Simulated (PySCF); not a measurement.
C₂H₇BeNS. Atoms are numbered in the order given.

```xyz
12

Be    -0.4540     0.0216     0.0000
N      1.0520     0.0067     0.0000
C      1.8563    -0.0055     1.2053
C      1.8563    -0.0055    -1.2053
H      2.4974    -0.9087     1.2620
H      2.5292     0.8743     1.2572
H      1.2203     0.0088     2.1050
H      2.5292     0.8743    -1.2572
H      2.4974    -0.9087    -1.2620
H      1.2203     0.0088    -2.1050
S     -2.3638     0.0783     0.0000
H     -2.4971    -1.2687     0.0000
```

Geometry: r2SCAN-D4/def2-SVP. The structure was generated by enumeration; whether it is a known compound was not checked. The values are those of a single conformer.

The numbers are results of HF/pcSseg-1 (PySCF), not measurements.

GIAO shieldings, no solvent; atoms alike by connectivity are averaged. δ = σ(ref) − σ: ¹⁵N against NH3 (σ = 267.3 ppm); ¹³C against TMS (σ = 192.6 ppm); ¹H against TMS (σ = 31.99 ppm); ³³S against H2S (σ = 725.2 ppm), references at their B3LYP-D3(BJ)/def2-TZVP geometries, non-relativistic.

Computed chemical shifts:
```csv
nucleus,atoms,count,δ (ppm)
¹⁵N,N2,1,44.2
¹³C,"C3, C4",2,39.1
¹H,"H5, H6, H7, H8, H9, H10",6,2.76
¹H,H12,1,0.61
³³S,S11,1,-81.5
```
